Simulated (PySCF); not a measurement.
## Electron correlation in Be (beryllium, neutral)

[He] 2s1 3s1, high-spin 3S determinant (an excited configuration). Calculation: PySCF 2.14, in aug-cc-pVDZ-DK; scalar relativity by spin-free X2C-1e. Frozen: 1s2; 2 electrons correlated.

Total MP2 correlation energy: -1.73 mhartree.

Same-spin part -1.73 and opposite-spin part 0.00 mhartree; SCS-MP2 scales them by 1/3 and 6/5 to -0.58 mhartree.
